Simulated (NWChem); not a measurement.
C2H5NOSi; SMILES O=C/C=N/[SiH3]

```xyz
10

O      0.2492     2.9319     0.3173
C     -0.3194     1.9335    -0.0691
C      0.2244     0.5517     0.1639
N     -0.4198    -0.4558    -0.2666
Si     0.0870    -2.1333    -0.0723
H     -1.2806     1.9560    -0.6223
H      1.1803     0.5224     0.7136
H     -0.9888    -2.8378     0.6669
H      1.3785    -2.2657     0.6652
H      0.2212    -2.7152    -1.4302
```
Atoms are numbered in this order, from 1.

Geometry: optimised at B3LYP/6-31G* (spherical d).

 Unshifted, non-relativistic core excitations; the lowest 4 roots alone, so stronger bands may lie above.

List the first N K-edge excitations from B3LYP/6-311G** (spherical d), restricted-window TDA (NWChem).


```
state  energy (eV)  dipole oscillator strength           leading excitation (squared amplitude)
-----  -----------  --------------------------  -----------------------------------------------
S1           384.9                      0.0360    1s of atom 4 or its equivalents → LUMO (0.96)
S2           388.7                      0.0075  1s of atom 4 or its equivalents → LUMO+1 (0.98)
S3           389.0                      0.0057  1s of atom 4 or its equivalents → LUMO+2 (0.94)
S4           389.9                      0.0057  1s of atom 4 or its equivalents → LUMO+4 (0.96)
```
